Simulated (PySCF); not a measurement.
# Spin-orbit coupling and the second ionisation energy along the 4p block

Two-component X2C-1e calculated with PySCF 2.14: MP2 on generalised Hartree-Fock spinors (GMP2), with spin-orbit coupling off and on (screened by Boettger's factors); no Breit or QED terms. Values in eV; the references (NIST) lie between the lowest levels. Elements whose determinants are no pure J levels are left out.

| element | configurations | spin-free | with spin-orbit | shift | reference |
| --- | --- | --- | --- | --- | --- |
| Ga (x2c-TZVPall-2c, [Ne] frozen) | [Ar] 3d10 4s2 → [Ar] 3d10 4s1 | 19.962 | 19.963 | 0.000 | 20.515 |
| Ge (x2c-TZVPall-2c, [Ne] frozen) | [Ar] 3d10 4s2 4p1 → [Ar] 3d10 4s2 | 15.571 | 15.719 | 0.148 | 15.935 |
| Br (x2c-TZVPall-2c, [Ne] frozen) | [Ar] 3d10 4s2 4p4 → [Ar] 3d10 4s2 4p3 | 21.025 | 21.199 | 0.175 | 21.591 |
| Kr (x2c-TZVPall-2c, [Ne] frozen) | [Ar] 3d10 4s2 4p5 → [Ar] 3d10 4s2 4p4 | 24.145 | 24.063 | -0.082 | 24.360 |

The largest shift is at Br, 0.175 eV, where spin-orbit coupling lowers the species with more electrons by more than the one with fewer (starting occupations 4p1/2^2 4p3/2^2 and 4p1/2^2 4p3/2^1).

What remains against the references is mostly the basis and correlation beyond MP2.
